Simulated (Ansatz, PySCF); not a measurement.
Breaking a bond: SMILES C[SeH] (CH4Se). The C1–Se5 bond (C1 also carries H, H, H; Se5 carries H) is pulled apart rigidly from the PBE0/def2-TZVP optimised geometry.

UHF/cc-pVDZ (PySCF); RHF/cc-pVDZ (PySCF); UKS-wB97X-V = unrestricted wB97X-V/cc-pVDZ (PySCF); RKS-wB97X-V = restricted wB97X-V/cc-pVDZ (PySCF); UKS-CAM-B3LYP = unrestricted CAM-B3LYP/cc-pVDZ (PySCF); RKS-CAM-B3LYP = restricted CAM-B3LYP/cc-pVDZ in PySCF; UKS-M06-2X = unrestricted M06-2X/cc-pVDZ (PySCF); RKS-M06-2X = restricted M06-2X/cc-pVDZ (PySCF 2.14.0); UKS-PBE = unrestricted PBE/cc-pVDZ in Ansatz (a quantum-chemistry and plane-wave program); RKS-PBE = restricted PBE/cc-pVDZ run with Ansatz; UKS-B3LYP/6-31G* = unrestricted B3LYP/6-31G*, spherical d run with PySCF; RKS-B3LYP/6-31G* = restricted B3LYP/6-31G*, spherical d in PySCF 2.14.0; UKS-M06-2X/6-31G* = unrestricted M06-2X/6-31G*, spherical d in PySCF; RKS-M06-2X/6-31G* = restricted M06-2X/6-31G*, spherical d (PySCF).

Scanned distances (Å): 1.57, 1.66, 1.74, 1.82, 1.89, 1.95, 2.00, 2.07, 2.16, 2.25, 2.44, 2.60, 2.90, 3.20, 3.52, 3.89, 4.29, 4.78, 5.28, 5.79, 6.87.

Where does the unrestricted solution first break spin symmetry (<S²> of 0.01 or more)?

UHF: between 2.25 and 2.44 Å; UKS-wB97X-V: between 2.60 and 2.90 Å; UKS-CAM-B3LYP: between 2.60 and 2.90 Å; UKS-M06-2X: between 2.60 and 2.90 Å; UKS-PBE: between 2.90 and 3.20 Å; UKS-B3LYP/6-31G*: between 2.60 and 2.90 Å; UKS-M06-2X/6-31G*: between 2.60 and 2.90 Å.

```json
[
 {"R / Å": "1.57", "<S²> UHF": "0.00", "E(RHF) − E(UHF) / kJ/mol": "0.0", "<S²> UKS-wB97X-V": "0.00", "E(RKS-wB97X-V) − E(UKS-wB97X-V) / kJ/mol": "0.0", "<S²> UKS-CAM-B3LYP": "0.00", "E(RKS-CAM-B3LYP) − E(UKS-CAM-B3LYP) / kJ/mol": "0.0", "<S²> UKS-M06-2X": "0.00", "E(RKS-M06-2X) − E(UKS-M06-2X) / kJ/mol": "0.0", "<S²> UKS-PBE": "0.00", "E(RKS-PBE) − E(UKS-PBE) / kJ/mol": "0.0", "<S²> UKS-B3LYP/6-31G*": "0.00", "E(RKS-B3LYP/6-31G*) − E(UKS-B3LYP/6-31G*) / kJ/mol": "0.0", "<S²> UKS-M06-2X/6-31G*": "0.00", "E(RKS-M06-2X/6-31G*) − E(UKS-M06-2X/6-31G*) / kJ/mol": "0.0"},
 {"R / Å": "1.66", "<S²> UHF": "0.00", "E(RHF) − E(UHF) / kJ/mol": "0.0", "<S²> UKS-wB97X-V": "0.00", "E(RKS-wB97X-V) − E(UKS-wB97X-V) / kJ/mol": "0.0", "<S²> UKS-CAM-B3LYP": "0.00", "E(RKS-CAM-B3LYP) − E(UKS-CAM-B3LYP) / kJ/mol": "0.0", "<S²> UKS-M06-2X": "0.00", "E(RKS-M06-2X) − E(UKS-M06-2X) / kJ/mol": "0.0", "<S²> UKS-PBE": "0.00", "E(RKS-PBE) − E(UKS-PBE) / kJ/mol": "0.0", "<S²> UKS-B3LYP/6-31G*": "0.00", "E(RKS-B3LYP/6-31G*) − E(UKS-B3LYP/6-31G*) / kJ/mol": "0.0", "<S²> UKS-M06-2X/6-31G*": "0.00", "E(RKS-M06-2X/6-31G*) − E(UKS-M06-2X/6-31G*) / kJ/mol": "0.0"},
 {"R / Å": "1.74", "<S²> UHF": "0.00", "E(RHF) − E(UHF) / kJ/mol": "0.0", "<S²> UKS-wB97X-V": "0.00", "E(RKS-wB97X-V) − E(UKS-wB97X-V) / kJ/mol": "0.0", "<S²> UKS-CAM-B3LYP": "0.00", "E(RKS-CAM-B3LYP) − E(UKS-CAM-B3LYP) / kJ/mol": "0.0", "<S²> UKS-M06-2X": "0.00", "E(RKS-M06-2X) − E(UKS-M06-2X) / kJ/mol": "0.0", "<S²> UKS-PBE": "0.00", "E(RKS-PBE) − E(UKS-PBE) / kJ/mol": "0.0", "<S²> UKS-B3LYP/6-31G*": "0.00", "E(RKS-B3LYP/6-31G*) − E(UKS-B3LYP/6-31G*) / kJ/mol": "0.0", "<S²> UKS-M06-2X/6-31G*": "0.00", "E(RKS-M06-2X/6-31G*) − E(UKS-M06-2X/6-31G*) / kJ/mol": "0.0"},
 {"R / Å": "1.82", "<S²> UHF": "0.00", "E(RHF) − E(UHF) / kJ/mol": "0.0", "<S²> UKS-wB97X-V": "0.00", "E(RKS-wB97X-V) − E(UKS-wB97X-V) / kJ/mol": "0.0", "<S²> UKS-CAM-B3LYP": "0.00", "E(RKS-CAM-B3LYP) − E(UKS-CAM-B3LYP) / kJ/mol": "0.0", "<S²> UKS-M06-2X": "0.00", "E(RKS-M06-2X) − E(UKS-M06-2X) / kJ/mol": "0.0", "<S²> UKS-PBE": "0.00", "E(RKS-PBE) − E(UKS-PBE) / kJ/mol": "0.0", "<S²> UKS-B3LYP/6-31G*": "0.00", "E(RKS-B3LYP/6-31G*) − E(UKS-B3LYP/6-31G*) / kJ/mol": "0.0", "<S²> UKS-M06-2X/6-31G*": "0.00", "E(RKS-M06-2X/6-31G*) − E(UKS-M06-2X/6-31G*) / kJ/mol": "0.0"},
 {"R / Å": "1.89", "<S²> UHF": "0.00", "E(RHF) − E(UHF) / kJ/mol": "0.0", "<S²> UKS-wB97X-V": "0.00", "E(RKS-wB97X-V) − E(UKS-wB97X-V) / kJ/mol": "0.0", "<S²> UKS-CAM-B3LYP": "0.00", "E(RKS-CAM-B3LYP) − E(UKS-CAM-B3LYP) / kJ/mol": "0.0", "<S²> UKS-M06-2X": "0.00", "E(RKS-M06-2X) − E(UKS-M06-2X) / kJ/mol": "0.0", "<S²> UKS-PBE": "0.00", "E(RKS-PBE) − E(UKS-PBE) / kJ/mol": "0.0", "<S²> UKS-B3LYP/6-31G*": "0.00", "E(RKS-B3LYP/6-31G*) − E(UKS-B3LYP/6-31G*) / kJ/mol": "0.0", "<S²> UKS-M06-2X/6-31G*": "0.00", "E(RKS-M06-2X/6-31G*) − E(UKS-M06-2X/6-31G*) / kJ/mol": "0.0"},
 {"R / Å": "1.95", "<S²> UHF": "0.00", "E(RHF) − E(UHF) / kJ/mol": "0.0", "<S²> UKS-wB97X-V": "0.00", "E(RKS-wB97X-V) − E(UKS-wB97X-V) / kJ/mol": "0.0", "<S²> UKS-CAM-B3LYP": "0.00", "E(RKS-CAM-B3LYP) − E(UKS-CAM-B3LYP) / kJ/mol": "0.0", "<S²> UKS-M06-2X": "0.00", "E(RKS-M06-2X) − E(UKS-M06-2X) / kJ/mol": "0.0", "<S²> UKS-PBE": "0.00", "E(RKS-PBE) − E(UKS-PBE) / kJ/mol": "0.0", "<S²> UKS-B3LYP/6-31G*": "0.00", "E(RKS-B3LYP/6-31G*) − E(UKS-B3LYP/6-31G*) / kJ/mol": "0.0", "<S²> UKS-M06-2X/6-31G*": "0.00", "E(RKS-M06-2X/6-31G*) − E(UKS-M06-2X/6-31G*) / kJ/mol": "0.0"},
 {"R / Å": "2.00", "<S²> UHF": "0.00", "E(RHF) − E(UHF) / kJ/mol": "0.0", "<S²> UKS-wB97X-V": "0.00", "E(RKS-wB97X-V) − E(UKS-wB97X-V) / kJ/mol": "0.0", "<S²> UKS-CAM-B3LYP": "0.00", "E(RKS-CAM-B3LYP) − E(UKS-CAM-B3LYP) / kJ/mol": "0.0", "<S²> UKS-M06-2X": "0.00", "E(RKS-M06-2X) − E(UKS-M06-2X) / kJ/mol": "0.0", "<S²> UKS-PBE": "0.00", "E(RKS-PBE) − E(UKS-PBE) / kJ/mol": "0.0", "<S²> UKS-B3LYP/6-31G*": "0.00", "E(RKS-B3LYP/6-31G*) − E(UKS-B3LYP/6-31G*) / kJ/mol": "0.0", "<S²> UKS-M06-2X/6-31G*": "0.00", "E(RKS-M06-2X/6-31G*) − E(UKS-M06-2X/6-31G*) / kJ/mol": "0.0"},
 {"R / Å": "2.07", "<S²> UHF": "0.00", "E(RHF) − E(UHF) / kJ/mol": "0.0", "<S²> UKS-wB97X-V": "0.00", "E(RKS-wB97X-V) − E(UKS-wB97X-V) / kJ/mol": "0.0", "<S²> UKS-CAM-B3LYP": "0.00", "E(RKS-CAM-B3LYP) − E(UKS-CAM-B3LYP) / kJ/mol": "0.0", "<S²> UKS-M06-2X": "0.00", "E(RKS-M06-2X) − E(UKS-M06-2X) / kJ/mol": "0.0", "<S²> UKS-PBE": "0.00", "E(RKS-PBE) − E(UKS-PBE) / kJ/mol": "0.0", "<S²> UKS-B3LYP/6-31G*": "0.00", "E(RKS-B3LYP/6-31G*) − E(UKS-B3LYP/6-31G*) / kJ/mol": "0.0", "<S²> UKS-M06-2X/6-31G*": "0.00", "E(RKS-M06-2X/6-31G*) − E(UKS-M06-2X/6-31G*) / kJ/mol": "0.0"},
 {"R / Å": "2.16", "<S²> UHF": "0.00", "E(RHF) − E(UHF) / kJ/mol": "0.0", "<S²> UKS-wB97X-V": "0.00", "E(RKS-wB97X-V) − E(UKS-wB97X-V) / kJ/mol": "0.0", "<S²> UKS-CAM-B3LYP": "0.00", "E(RKS-CAM-B3LYP) − E(UKS-CAM-B3LYP) / kJ/mol": "0.0", "<S²> UKS-M06-2X": "0.00", "E(RKS-M06-2X) − E(UKS-M06-2X) / kJ/mol": "0.0", "<S²> UKS-PBE": "0.00", "E(RKS-PBE) − E(UKS-PBE) / kJ/mol": "0.0", "<S²> UKS-B3LYP/6-31G*": "0.00", "E(RKS-B3LYP/6-31G*) − E(UKS-B3LYP/6-31G*) / kJ/mol": "0.0", "<S²> UKS-M06-2X/6-31G*": "0.00", "E(RKS-M06-2X/6-31G*) − E(UKS-M06-2X/6-31G*) / kJ/mol": "0.0"},
 {"R / Å": "2.25", "<S²> UHF": "0.00", "E(RHF) − E(UHF) / kJ/mol": "0.0", "<S²> UKS-wB97X-V": "0.00", "E(RKS-wB97X-V) − E(UKS-wB97X-V) / kJ/mol": "0.0", "<S²> UKS-CAM-B3LYP": "0.00", "E(RKS-CAM-B3LYP) − E(UKS-CAM-B3LYP) / kJ/mol": "0.0", "<S²> UKS-M06-2X": "0.00", "E(RKS-M06-2X) − E(UKS-M06-2X) / kJ/mol": "0.0", "<S²> UKS-PBE": "0.00", "E(RKS-PBE) − E(UKS-PBE) / kJ/mol": "0.0", "<S²> UKS-B3LYP/6-31G*": "0.00", "E(RKS-B3LYP/6-31G*) − E(UKS-B3LYP/6-31G*) / kJ/mol": "0.0", "<S²> UKS-M06-2X/6-31G*": "0.00", "E(RKS-M06-2X/6-31G*) − E(UKS-M06-2X/6-31G*) / kJ/mol": "0.0"},
 {"R / Å": "2.44", "<S²> UHF": "0.24", "E(RHF) − E(UHF) / kJ/mol": "4.8", "<S²> UKS-wB97X-V": "0.00", "E(RKS-wB97X-V) − E(UKS-wB97X-V) / kJ/mol": "0.0", "<S²> UKS-CAM-B3LYP": "0.00", "E(RKS-CAM-B3LYP) − E(UKS-CAM-B3LYP) / kJ/mol": "0.0", "<S²> UKS-M06-2X": "0.00", "E(RKS-M06-2X) − E(UKS-M06-2X) / kJ/mol": "0.0", "<S²> UKS-PBE": "0.00", "E(RKS-PBE) − E(UKS-PBE) / kJ/mol": "0.0", "<S²> UKS-B3LYP/6-31G*": "0.00", "E(RKS-B3LYP/6-31G*) − E(UKS-B3LYP/6-31G*) / kJ/mol": "0.0", "<S²> UKS-M06-2X/6-31G*": "0.00", "E(RKS-M06-2X/6-31G*) − E(UKS-M06-2X/6-31G*) / kJ/mol": "0.0"},
 {"R / Å": "2.60", "<S²> UHF": "0.54", "E(RHF) − E(UHF) / kJ/mol": "30.2", "<S²> UKS-wB97X-V": "0.00", "E(RKS-wB97X-V) − E(UKS-wB97X-V) / kJ/mol": "0.0", "<S²> UKS-CAM-B3LYP": "0.00", "E(RKS-CAM-B3LYP) − E(UKS-CAM-B3LYP) / kJ/mol": "0.0", "<S²> UKS-M06-2X": "0.00", "E(RKS-M06-2X) − E(UKS-M06-2X) / kJ/mol": "0.0", "<S²> UKS-PBE": "0.00", "E(RKS-PBE) − E(UKS-PBE) / kJ/mol": "0.0", "<S²> UKS-B3LYP/6-31G*": "0.00", "E(RKS-B3LYP/6-31G*) − E(UKS-B3LYP/6-31G*) / kJ/mol": "0.0", "<S²> UKS-M06-2X/6-31G*": "0.00", "E(RKS-M06-2X/6-31G*) − E(UKS-M06-2X/6-31G*) / kJ/mol": "0.0"},
 {"R / Å": "2.90", "<S²> UHF": "0.81", "E(RHF) − E(UHF) / kJ/mol": "102.2", "<S²> UKS-wB97X-V": "0.46", "E(RKS-wB97X-V) − E(UKS-wB97X-V) / kJ/mol": "14.8", "<S²> UKS-CAM-B3LYP": "0.43", "E(RKS-CAM-B3LYP) − E(UKS-CAM-B3LYP) / kJ/mol": "12.2", "<S²> UKS-M06-2X": "0.55", "E(RKS-M06-2X) − E(UKS-M06-2X) / kJ/mol": "13.5", "<S²> UKS-PBE": "0.00", "E(RKS-PBE) − E(UKS-PBE) / kJ/mol": "0.0", "<S²> UKS-B3LYP/6-31G*": "0.15", "E(RKS-B3LYP/6-31G*) − E(UKS-B3LYP/6-31G*) / kJ/mol": "1.0", "<S²> UKS-M06-2X/6-31G*": "0.57", "E(RKS-M06-2X/6-31G*) − E(UKS-M06-2X/6-31G*) / kJ/mol": "17.9"},
 {"R / Å": "3.20", "<S²> UHF": "0.93", "E(RHF) − E(UHF) / kJ/mol": "177.9", "<S²> UKS-wB97X-V": "0.77", "E(RKS-wB97X-V) − E(UKS-wB97X-V) / kJ/mol": "58.5", "<S²> UKS-CAM-B3LYP": "0.75", "E(RKS-CAM-B3LYP) − E(UKS-CAM-B3LYP) / kJ/mol": "50.6", "<S²> UKS-M06-2X": "0.81", "E(RKS-M06-2X) − E(UKS-M06-2X) / kJ/mol": "62.1", "<S²> UKS-PBE": "0.32", "E(RKS-PBE) − E(UKS-PBE) / kJ/mol": "3.2", "<S²> UKS-B3LYP/6-31G*": "0.59", "E(RKS-B3LYP/6-31G*) − E(UKS-B3LYP/6-31G*) / kJ/mol": "21.2", "<S²> UKS-M06-2X/6-31G*": "0.82", "E(RKS-M06-2X/6-31G*) − E(UKS-M06-2X/6-31G*) / kJ/mol": "67.6"},
 {"R / Å": "3.52", "<S²> UHF": "0.98", "E(RHF) − E(UHF) / kJ/mol": "250.0", "<S²> UKS-wB97X-V": "0.91", "E(RKS-wB97X-V) − E(UKS-wB97X-V) / kJ/mol": "110.6", "<S²> UKS-CAM-B3LYP": "0.89", "E(RKS-CAM-B3LYP) − E(UKS-CAM-B3LYP) / kJ/mol": "96.5", "<S²> UKS-M06-2X": "0.92", "E(RKS-M06-2X) − E(UKS-M06-2X) / kJ/mol": "113.0", "<S²> UKS-PBE": "0.69", "E(RKS-PBE) − E(UKS-PBE) / kJ/mol": "21.6", "<S²> UKS-B3LYP/6-31G*": "0.81", "E(RKS-B3LYP/6-31G*) − E(UKS-B3LYP/6-31G*) / kJ/mol": "52.2", "<S²> UKS-M06-2X/6-31G*": "0.92", "E(RKS-M06-2X/6-31G*) − E(UKS-M06-2X/6-31G*) / kJ/mol": "118.9"},
 {"R / Å": "3.89", "<S²> UHF": "1.00", "E(RHF) − E(UHF) / kJ/mol": "319.3", "<S²> UKS-wB97X-V": "0.97", "E(RKS-wB97X-V) − E(UKS-wB97X-V) / kJ/mol": "165.4", "<S²> UKS-CAM-B3LYP": "0.97", "E(RKS-CAM-B3LYP) − E(UKS-CAM-B3LYP) / kJ/mol": "144.0", "<S²> UKS-M06-2X": "0.97", "E(RKS-M06-2X) − E(UKS-M06-2X) / kJ/mol": "160.4", "<S²> UKS-PBE": "0.86", "E(RKS-PBE) − E(UKS-PBE) / kJ/mol": "45.2", "<S²> UKS-B3LYP/6-31G*": "0.92", "E(RKS-B3LYP/6-31G*) − E(UKS-B3LYP/6-31G*) / kJ/mol": "85.3", "<S²> UKS-M06-2X/6-31G*": "0.97", "E(RKS-M06-2X/6-31G*) − E(UKS-M06-2X/6-31G*) / kJ/mol": "166.5"},
 {"R / Å": "4.29", "<S²> UHF": "1.01", "E(RHF) − E(UHF) / kJ/mol": "378.0", "<S²> UKS-wB97X-V": "0.99", "E(RKS-wB97X-V) − E(UKS-wB97X-V) / kJ/mol": "214.0", "<S²> UKS-CAM-B3LYP": "0.99", "E(RKS-CAM-B3LYP) − E(UKS-CAM-B3LYP) / kJ/mol": "184.9", "<S²> UKS-M06-2X": "0.99", "E(RKS-M06-2X) − E(UKS-M06-2X) / kJ/mol": "197.3", "<S²> UKS-PBE": "0.94", "E(RKS-PBE) − E(UKS-PBE) / kJ/mol": "65.4", "<S²> UKS-B3LYP/6-31G*": "0.97", "E(RKS-B3LYP/6-31G*) − E(UKS-B3LYP/6-31G*) / kJ/mol": "113.2", "<S²> UKS-M06-2X/6-31G*": "0.99", "E(RKS-M06-2X/6-31G*) − E(UKS-M06-2X/6-31G*) / kJ/mol": "203.4"},
 {"R / Å": "4.78", "<S²> UHF": "1.01", "E(RHF) − E(UHF) / kJ/mol": "430.2", "<S²> UKS-wB97X-V": "1.00", "E(RKS-wB97X-V) − E(UKS-wB97X-V) / kJ/mol": "258.2", "<S²> UKS-CAM-B3LYP": "1.00", "E(RKS-CAM-B3LYP) − E(UKS-CAM-B3LYP) / kJ/mol": "220.9", "<S²> UKS-M06-2X": "1.00", "E(RKS-M06-2X) − E(UKS-M06-2X) / kJ/mol": "227.6", "<S²> UKS-PBE": "0.98", "E(RKS-PBE) − E(UKS-PBE) / kJ/mol": "81.8", "<S²> UKS-B3LYP/6-31G*": "1.00", "E(RKS-B3LYP/6-31G*) − E(UKS-B3LYP/6-31G*) / kJ/mol": "136.6", "<S²> UKS-M06-2X/6-31G*": "1.00", "E(RKS-M06-2X/6-31G*) − E(UKS-M06-2X/6-31G*) / kJ/mol": "233.8"},
 {"R / Å": "5.28", "<S²> UHF": "1.02", "E(RHF) − E(UHF) / kJ/mol": "465.7", "<S²> UKS-wB97X-V": "1.00", "E(RKS-wB97X-V) − E(UKS-wB97X-V) / kJ/mol": "289.1", "<S²> UKS-CAM-B3LYP": "1.00", "E(RKS-CAM-B3LYP) − E(UKS-CAM-B3LYP) / kJ/mol": "245.2", "<S²> UKS-M06-2X": "1.01", "E(RKS-M06-2X) − E(UKS-M06-2X) / kJ/mol": "248.7", "<S²> UKS-PBE": "1.00", "E(RKS-PBE) − E(UKS-PBE) / kJ/mol": "91.6", "<S²> UKS-B3LYP/6-31G*": "1.00", "E(RKS-B3LYP/6-31G*) − E(UKS-B3LYP/6-31G*) / kJ/mol": "151.4", "<S²> UKS-M06-2X/6-31G*": "1.01", "E(RKS-M06-2X/6-31G*) − E(UKS-M06-2X/6-31G*) / kJ/mol": "255.2"},
 {"R / Å": "5.79", "<S²> UHF": "1.02", "E(RHF) − E(UHF) / kJ/mol": "489.1", "<S²> UKS-wB97X-V": "1.00", "E(RKS-wB97X-V) − E(UKS-wB97X-V) / kJ/mol": "310.1", "<S²> UKS-CAM-B3LYP": "1.00", "E(RKS-CAM-B3LYP) − E(UKS-CAM-B3LYP) / kJ/mol": "261.0", "<S²> UKS-M06-2X": "1.01", "E(RKS-M06-2X) − E(UKS-M06-2X) / kJ/mol": "262.7", "<S²> UKS-PBE": "1.00", "E(RKS-PBE) − E(UKS-PBE) / kJ/mol": "97.0", "<S²> UKS-B3LYP/6-31G*": "1.00", "E(RKS-B3LYP/6-31G*) − E(UKS-B3LYP/6-31G*) / kJ/mol": "160.4", "<S²> UKS-M06-2X/6-31G*": "1.01", "E(RKS-M06-2X/6-31G*) − E(UKS-M06-2X/6-31G*) / kJ/mol": "269.6"},
 {"R / Å": "6.87", "<S²> UHF": "1.02", "E(RHF) − E(UHF) / kJ/mol": "517.0", "<S²> UKS-wB97X-V": "1.00", "E(RKS-wB97X-V) − E(UKS-wB97X-V) / kJ/mol": "336.3", "<S²> UKS-CAM-B3LYP": "1.00", "E(RKS-CAM-B3LYP) − E(UKS-CAM-B3LYP) / kJ/mol": "279.3", "<S²> UKS-M06-2X": "1.01", "E(RKS-M06-2X) − E(UKS-M06-2X) / kJ/mol": "278.8", "<S²> UKS-PBE": "1.00", "E(RKS-PBE) − E(UKS-PBE) / kJ/mol": "100.4", "<S²> UKS-B3LYP/6-31G*": "1.00", "E(RKS-B3LYP/6-31G*) − E(UKS-B3LYP/6-31G*) / kJ/mol": "169.2", "<S²> UKS-M06-2X/6-31G*": "1.01", "E(RKS-M06-2X/6-31G*) − E(UKS-M06-2X/6-31G*) / kJ/mol": "286.6"}
]
```
